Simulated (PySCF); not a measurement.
## Calculated data, CH7GeNSi, GeH7NOSi, GeH6N2Si, B2GeH3O

Computed with PySCF 2.14.0. Calculation on a computer-drawn molecule: optimised geometry and harmonic frequencies of an isolated molecule of the commonest isotopes, restricted reference for singlets and unrestricted otherwise, frozen core in MP2; on germanium a core potential holds 10 electrons, which the energies leave out, and 3d is frozen in MP2 and coupled-cluster steps.

Common to all runs: multiplicity 1; basis and core potential on germanium cc-pVDZ-PP ECP10MDF.

(1) CH7GeNSi

Start structure:
```xyz
11
CH7GeNSi
N     -0.8540    -2.4579     0.2292
C     -0.0077    -1.6404    -0.3748
Si    -0.3333     0.1676    -0.4829
Ge     1.3334    -2.4357    -1.5957
H     -1.7904    -2.0846     0.5417
H     -0.6687    -3.3904     0.2450
H     -1.6926     0.3631    -0.9410
H      0.6289     0.9173    -1.3508
H     -0.2158     0.7298     0.9106
H      2.5502    -1.6095    -1.0942
H      1.5834    -3.7193    -0.7781
```

Here we set charge 0, method HF and basis cc-pV(D+d)Z.

Results for CH7GeNSi: rotational constants 5.744, 1.735, 1.369 GHz; total energy -678.6391 hartree; convergence status largest gradient component 1.43e-05 hartree/bohr.

Drawn bonds:
```
atom  other atom  order
   1           2      1
   2           3      1
   2           4      2
   1           5      1
   1           6      1
   3           7      1
   3           8      1
   3           9      1
   4          10      1
   4          11      1
```

Optimised structure:
```xyz
11
CH7GeNSi
N     -0.9862    -2.4496     0.0308
C     -0.0523    -1.7045    -0.4867
Si    -0.3195     0.1903    -0.4606
Ge     1.5194    -2.4805    -1.5174
H     -1.8588    -2.0921     0.3739
H     -0.8674    -3.4454     0.0880
H     -1.7788     0.4616    -0.4161
H      0.2881     0.7913    -1.6571
H      0.3065     0.6912     0.7793
H      2.5402    -1.4434    -0.9139
H      1.7424    -3.6789    -0.5112
```

Modes:
```
frequency (cm⁻¹)  reduced mass (dalton)
           91.14                  1.122
           138.1                  3.415
           195.4                  1.166
           255.6                  3.672
           301.4                   1.99
           373.4                  3.001
             547                  1.114
             604                  1.508
           729.7                  1.163
           741.4                  1.337
           752.2                  1.414
             798                  1.153
           844.5                  1.932
           953.2                  1.054
            1001                  1.102
            1018                  1.046
            1026                  1.042
            1330                  1.494
            1560                  3.915
            1813                  1.267
            1981                  1.022
            2007                  1.021
            2292                   1.04
            2342                  1.038
            2377                  1.042
            3721                  1.046
            3840                  1.105
```

(2) CH7GeNSi

Start structure:
```xyz
11
CH7GeNSi
N     -0.6408    -0.3829     1.7580
Si     0.7122    -0.3107     0.6957
C      0.6703     1.2450    -0.4324
Ge    -0.8183     1.9746    -1.0742
H     -0.7588     0.3475     2.4954
H     -1.5064    -0.5835     1.3945
H      1.8493    -0.1680     1.5828
H      0.7056    -1.5573     0.0298
H      1.5481     1.3296    -0.9705
H     -2.1749     2.0739    -0.2535
H     -0.8001     3.2428    -1.8872
```

Here we set charge 0, method HF and basis cc-pV(D+d)Z.

It finds rotational constants 8.488, 1.566, 1.353 GHz; total energy -678.6787 hartree; convergence status largest gradient component 1.756e-05 hartree/bohr.

Drawn bonds:
```
atom  other atom  order
   1           2      1
   2           3      1
   3           4      2
   1           5      1
   1           6      1
   2           7      1
   2           8      1
   3           9      1
   4          10      1
   4          11      1
```

Optimised structure:
```xyz
11
CH7GeNSi
N     -0.7129    -0.3800     1.7309
Si     0.6924    -0.2450     0.7414
C      0.6101     1.0755    -0.5634
Ge    -0.7491     2.1649    -0.8582
H     -0.9179     0.3186     2.4197
H     -1.5591    -0.7692     1.3607
H      1.8407     0.0256     1.6409
H      0.9029    -1.5625     0.0927
H      1.4663     1.2119    -1.2212
H     -2.0401     2.1446    -0.0564
H     -0.7470     3.2266    -1.9486
```

Modes:
```
frequency (cm⁻¹)  reduced mass (dalton)
           93.71                  1.842
             119                  5.408
           191.3                  1.069
           313.8                  1.222
           316.1                  1.791
           380.4                  1.889
           529.1                  1.096
           529.5                  1.673
           599.5                  1.177
           696.5                   2.32
           780.7                  1.023
           841.7                   1.19
           859.9                  3.862
           934.9                  1.248
           965.7                  1.252
           971.2                  1.245
           982.5                  1.365
            1034                  1.099
            1223                  2.066
            1691                  1.112
            2266                  1.023
            2278                  1.051
            2281                  1.017
            2295                  1.028
            3297                  1.086
            3777                  1.051
            3870                  1.095
```

(3) GeH7NOSi

Start structure:
```xyz
11
GeH7NOSi
N      1.4655     0.5987     0.9554
Si     0.4472     1.9682     0.8368
O     -0.6182     1.9873    -0.4104
Ge    -2.0381     1.3340    -1.2731
H      1.1509    -0.1995     1.2741
H      2.0819     0.4233     0.1609
H      1.2602     3.1624     0.4922
H     -0.2969     2.0471     2.0560
H     -2.1444     2.1607    -2.4943
H     -3.2298     1.4937    -0.3279
H     -1.7373    -0.1379    -1.5856
```

Here we set charge 0, method HF and basis cc-pV(D+d)Z.

Results for GeH7NOSi: rotational constants 17.31, 1.189, 1.151 GHz; total energy -715.7939 hartree; convergence status largest gradient component 3.266e-06 hartree/bohr.

Drawn bonds:
```
atom  other atom  order
   1           2      1
   2           3      1
   3           4      1
   1           5      1
   1           6      1
   2           7      1
   2           8      1
   4           9      1
   4          10      1
   4          11      1
```

Optimised structure:
```xyz
11
GeH7NOSi
N      1.7165     0.7707     1.1302
Si     0.3961     1.7712     0.7012
O     -0.6373     1.0910    -0.3742
Ge    -2.1273     1.3530    -1.2979
H      1.5384    -0.0532     1.6750
H      2.4146     0.5722     0.4370
H      0.9519     3.0070     0.1074
H     -0.3472     2.0795     1.9426
H     -1.9300     2.5625    -2.2131
H     -3.2741     1.6028    -0.3172
H     -2.3606     0.0814    -2.1069
```

Modes:
```
frequency (cm⁻¹)  reduced mass (dalton)
           21.04                  4.151
           38.35                  1.178
            91.5                  5.053
           230.2                  1.073
           251.6                  3.506
             475                  1.838
           581.7                  3.418
           606.9                  1.152
           701.3                  1.114
             710                  1.189
           866.1                  1.111
             878                  4.067
           920.4                  1.339
           954.1                  1.024
           955.4                  1.024
           983.2                  1.275
            1022                  1.204
            1041                  1.075
            1082                  3.391
            1698                  1.112
            2234                  1.024
            2244                  1.022
            2268                  1.014
            2302                  1.052
            2317                  1.028
            3764                  1.051
            3852                  1.094
```

(4) GeH7NOSi

Start structure:
```xyz
11
GeH7NOSi
N     -0.5946     1.5871     1.0893
Si     1.0130     1.2292     1.5193
O      1.7826     2.5829     2.0104
Ge     1.9554     0.2995    -0.4275
H     -1.1172     0.8871     0.5962
H     -1.1998     2.1053     1.7206
H      1.2491     0.3762     2.6473
H      1.7803     3.3463     1.4197
H      3.0369     1.1222    -1.0879
H      2.4824    -1.0298    -0.2966
H      1.0203     0.1755    -1.6000
```

Here we set charge 0, method HF and basis cc-pV(D+d)Z.

Results for GeH7NOSi: rotational constants 5.975, 1.755, 1.475 GHz; total energy -715.7780 hartree; convergence status largest gradient component 1.632e-05 hartree/bohr.

Drawn bonds:
```
atom  other atom  order
   1           2      1
   2           3      1
   2           4      1
   1           5      1
   1           6      1
   2           7      1
   3           8      1
   4           9      1
   4          10      1
   4          11      1
```

Optimised structure:
```xyz
11
GeH7NOSi
N     -0.5719     1.8186     1.0424
Si     0.9593     1.1793     1.4905
O      1.8894     2.3724     2.1535
Ge     1.9551     0.2638    -0.4965
H     -1.1000     1.3853     0.3085
H     -1.1898     2.1694     1.7524
H      0.9211     0.1564     2.5558
H      1.9914     3.1736     1.6612
H      2.3308     1.3758    -1.4890
H      3.2311    -0.5217    -0.1671
H      0.9919    -0.6914    -1.2210
```

Modes:
```
frequency (cm⁻¹)  reduced mass (dalton)
           77.14                  1.067
           148.6                  4.166
           176.8                   2.06
             195                  1.509
           290.5                  1.479
           339.8                  2.448
             409                  1.884
           455.3                  1.331
           504.3                  1.157
           516.4                  1.337
           791.4                   1.09
           824.4                   3.59
           874.2                  1.399
           886.8                  1.143
           935.7                  2.631
           955.7                  1.141
           967.1                  1.066
           974.1                  1.117
           988.3                   1.29
            1696                  1.112
            2187                  1.023
            2195                  1.021
            2212                  1.015
            2313                  1.041
            3762                  1.052
            3856                  1.094
            4166                  1.067
```

(5) GeH6N2Si

Start structure:
```xyz
10
GeH6N2Si
N     -2.3241    -0.3591     2.3295
Si    -1.9649     0.1498     0.7589
N     -0.6595    -0.1731    -0.2764
Ge     0.9197    -1.0151    -0.2592
H     -1.7169    -0.9945     2.8634
H     -3.1151    -0.1189     2.7613
H     -3.0373     0.9289     0.3016
H      1.5548    -0.8151    -1.6488
H      1.8839    -0.5399     0.8269
H      0.7985    -2.4952    -0.0662
```

Settings of this run: charge 0, method HF and basis cc-pV(D+d)Z.

Results for GeH6N2Si: rotational constants 13.98, 1.307, 1.213 GHz; total energy -694.7211 hartree; convergence status largest gradient component 3.999e-06 hartree/bohr.

Drawn bonds:
```
atom  other atom  order
   1           2      1
   2           3      2
   3           4      1
   1           5      1
   1           6      1
   2           7      1
   4           8      1
   4           9      1
   4          10      1
```

Optimised structure:
```xyz
10
GeH6N2Si
N     -2.2114    -0.0522     2.3827
Si    -2.0161    -0.1168     0.7184
N     -0.7824    -0.5366    -0.1273
Ge     0.9119    -1.1143    -0.2981
H     -1.4933    -0.2978     3.0362
H     -3.0626     0.2377     2.8232
H     -3.2880     0.3177     0.1285
H      1.7454    -0.0795    -1.0682
H      1.5957    -1.3489     1.0659
H      0.9398    -2.4415    -1.0705
```

Modes:
```
frequency (cm⁻¹)  reduced mass (dalton)
           47.11                  1.128
           54.28                  4.996
           157.1                  2.904
           329.6                  3.384
             380                  1.139
           465.9                  1.364
           492.2                  8.842
           675.2                  1.178
           701.2                   1.14
             712                  1.136
           799.4                  1.257
           941.6                  3.854
           959.9                  1.037
           963.8                   1.02
           967.6                  1.045
            1029                  1.271
            1433                  11.98
            1677                  1.136
            2154                  1.022
            2189                  1.023
            2221                  1.013
            2385                  1.043
            3790                   1.05
            3895                  1.098
```

(6) B2GeH3O

Start structure:
```xyz
7
B2GeH3O
O     -1.0727     2.6616     1.1554
B     -0.9607     1.4660     1.2527
B     -0.8412    -0.1061     1.3139
Ge    -0.6629    -2.0076     1.4870
H      0.6387    -2.5031     0.9366
H     -1.7465    -2.7125     0.7512
H     -0.7441    -2.3861     2.9935
```

Settings of this run: charge 1, method HF and basis cc-pVDZ.

The calculation gives: rotational constants 76.02, 1.156, 1.156 GHz; total energy -419.0408 hartree; convergence status largest gradient component 2.461e-05 hartree/bohr.

Drawn bonds:
```
atom  other atom  order
   1           2      2
   2           3      1
   3           4      1
   4           5      1
   4           6      1
   4           7      1
```

Optimised structure:
```xyz
7
B2GeH3O
O     -1.0784     2.7606     1.1266
B     -0.9772     1.5964     1.2195
B     -0.8304    -0.0953     1.3557
Ge    -0.6462    -2.2268     1.5281
H      0.7183    -2.4771     0.9162
H     -1.8314    -2.7132     0.7172
H     -0.7441    -2.4324     3.0270
```

Modes:
```
frequency (cm⁻¹)  reduced mass (dalton)
           124.7                  5.871
           124.7                  5.871
           270.1                   16.9
           363.4                  2.952
           363.4                  2.952
           599.3                  1.578
           599.3                  1.578
           848.6                  1.114
           932.2                  1.023
           932.2                  1.023
           940.3                  6.568
            2255                   12.3
            2299                  1.009
            2307                  1.025
            2307                  1.025
```

(7) B2GeH3O

Start structure:
```xyz
7
B2GeH3O
O     -0.4770     2.7527    -0.7058
B     -0.8598     1.6000    -0.7334
B     -1.3605     0.0724    -0.6941
Ge    -1.4144    -1.0029     1.0127
H     -1.8116    -0.4731    -1.6613
H     -0.2664    -1.9218     1.5076
H     -2.5182    -1.1232     2.0334
```

Settings of this run: charge 1, method HF and basis cc-pVDZ.

Results for B2GeH3O: rotational constants 20.87, 1.618, 1.532 GHz; total energy -419.0845 hartree; convergence status largest gradient component 2.485e-05 hartree/bohr.

Drawn bonds:
```
atom  other atom  order
   1           2      2
   2           3      1
   3           4      1
   3           5      1
   4           6      1
   4           7      1
```

Optimised structure:
```xyz
7
B2GeH3O
O     -0.4483     2.7410    -0.6377
B     -0.8554     1.6393    -0.7337
B     -1.4113     0.0446    -0.7249
Ge    -1.3902    -1.0404     1.0537
H     -1.8287    -0.5366    -1.6743
H     -0.2035    -1.8865     1.4708
H     -2.5704    -1.0572     2.0051
```

Modes:
```
frequency (cm⁻¹)  reduced mass (dalton)
           94.91                  9.118
           176.7                  1.177
           338.9                   2.92
           390.3                  9.092
           406.1                  1.078
           498.3                  2.391
           687.9                  1.504
           772.4                  1.722
           800.7                  2.469
           928.4                  1.072
            1026                  1.555
            2208                  12.14
            2309                  1.016
            2331                  1.026
            2806                  1.093
```

(8) B2GeH3O

Start structure:
```xyz
7
B2GeH3O
O     -0.4483     2.7410    -0.6377
B     -0.8554     1.6393    -0.7337
B     -1.4113     0.0446    -0.7249
Ge    -1.3902    -1.0405     1.0537
H     -1.8287    -0.5366    -1.6743
H     -0.2035    -1.8865     1.4708
H     -2.5704    -1.0572     2.0051
```

Here we set charge 1, method MP2 and basis cc-pVDZ.

Results for B2GeH3O: rotational constants 20.77, 1.615, 1.529 GHz; total energy -419.4904 hartree; convergence status largest gradient component 2.157e-05 hartree/bohr.

Drawn bonds:
```
atom  other atom  order
   1           2      2
   2           3      1
   3           4      1
   3           5      1
   4           6      1
   4           7      1
```

Optimised structure:
```xyz
7
B2GeH3O
O     -0.4399     2.7649    -0.6394
B     -0.8583     1.6231    -0.7222
B     -1.4128     0.0403    -0.7234
Ge    -1.3927    -1.0401     1.0435
H     -1.8334    -0.5439    -1.6834
H     -0.1980    -1.8854     1.4739
H     -2.5728    -1.0548     2.0100
```

Modes:
```
frequency (cm⁻¹)  reduced mass (dalton)
           86.96                  8.691
           179.5                  1.272
           314.1                  2.751
           353.1                  7.095
           376.4                   1.05
           477.3                  2.508
           654.4                  1.544
           736.5                  1.678
             778                  2.105
           875.8                  1.095
           969.6                  1.688
            1937                  12.12
            2238                  1.016
            2268                  1.026
            2722                  1.093
```
